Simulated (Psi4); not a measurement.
## CuF (fluorocopper): a line through the functionals

CuF: 2 atoms, total charge 0, spin state singlet. SMILES: `[F][Cu]`. The coordinates come from a PBE0-D4/def2-TZVP relaxation.

The dipole moment y, in D, basis def2-TZVPP; a is the functional's share of exact exchange. Programs: Psi4 1.11.

```
functional  program     a  y (D)
       PBE     Psi4     0   4.58
      TPSS     Psi4     0   4.73
     TPSSh     Psi4   0.1   5.00
     B3LYP     Psi4   0.2      ?
      PBE0     Psi4  0.25   5.27
     BHLYP     Psi4   0.5   5.73
```

Fit y = c + s·a to the known rows and predict B3LYP.


1. Means of the 5 rows: a = 0.1700, y = 5.062.
2. Σ(Δa)² = 0.178, Σ(Δa·Δy) = 0.3798, so the slope is 0.3798/0.178 = 2.1337.
3. Intercept: 5.062 − (2.1337) × 0.1700 = 4.699. The largest residual of the fit is 0.12.
4. B3LYP: 4.699 + (2.1337) × 0.2 = 5.13 D.

The run gave 5.10 D, so the prediction is off by +0.03 D, within the largest residual. More exact exchange makes the molecule more polar here. The rows mix families of semi-local functionals, which the line can't see. The measured value is 5.77 D (NIST CCCBDB).
